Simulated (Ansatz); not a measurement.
A search over several starts for the lowest SCF solution of CuSiAsH₆⁻, that is Cu(AsH3)(SiH3) with one electron more at the given spin, in a small basis.

```yaml
crystal:
  periodic: [false, false, false]
  atoms:
    - {symbol: Cu, position_ang: [-0.002298, -0.012943, -0.077491]}
    - {symbol: As, position_ang: [-0.007536, -0.029722, 2.284823]}
    - {symbol: H, position_ang: [0.823065, -1.036142, 3.048885]}
    - {symbol: H, position_ang: [-1.294942, -0.247284, 3.047571]}
    - {symbol: H, position_ang: [0.447095, 1.192294, 3.050517]}
    - {symbol: Si, position_ang: [0.006697, 0.024901, -2.369836]}
    - {symbol: H, position_ang: [1.330760, 0.406984, -2.982712]}
    - {symbol: H, position_ang: [-0.972449, 0.995357, -2.981612]}
    - {symbol: H, position_ang: [-0.330412, -1.293454, -3.020135]}
basis:
  gaussian: {orbitals: def2-SVP}
total_charge: -1
magnetization: {spin_polarized: true, initial_magnetization: 1}
hamiltonian: {xc: pbe0, dispersion: d4}
output: {orbitals: {seedname: orbitals}}
```

```sh
$ ansatz run in.yaml --threads 4 --pin off --events-out ev --progress --plain --max-ram 3916MiB
```

Output, abridged:

```
Functional definition: PBE0
1137 factors; integrals over basis functions are off by at most 1.2e-3 eV
mean field evaluation 1: about -113418.6137 eV, gradient 3.5e1 eV
mean field evaluation 2: about -113411.0524 eV, gradient 5.9e1 eV
mean field evaluation 4: about -113422.4615 eV, gradient 2.3e0 eV
mean field evaluation 8: about -113422.5499 eV, gradient 2.2e-1 eV
mean field evaluation 16: about -113422.5502 eV, gradient 5.2e-3 eV
mean field evaluation 32: about -113422.5503 eV, gradient 1.0e-4 eV
mean field evaluation 64: about -113422.5456 eV, gradient 8.7e-1 eV
a density is far from that of the atoms, so the factors are made again for it
1174 factors; integrals over basis functions are off by at most 1.1e-3 eV
mean field evaluation 96: about -113422.5503 eV, gradient 1.1e-5 eV
mean field -113422.55025263 eV, -4168.2018412182 hartree, gradient 9.8e-6 eV, S^2 0.751355; 0 other end points of the search recorded, 0 dependent functions left out
reference -113422.55030546 eV, -4168.2018431600 hartree; 42, 41 occupied and 69, 70 virtual orbitals, 1174 factors
Total energy: -113422.73894191 eV, -4168.2087754213 hartree
```

Hardware: 4 threads of Arm Neoverse V2 on a shared host. Wall time 19 s.

The highest occupied level of the charge -1 doublet lies above zero (up to 2.22 eV). By energy differences it is unbound by 0.80 eV (vertical, to the charge 0 singlet, at LC-ωPBE (ω = 0.30 bohr⁻¹)/def2-TZVP) and held by the finite basis.
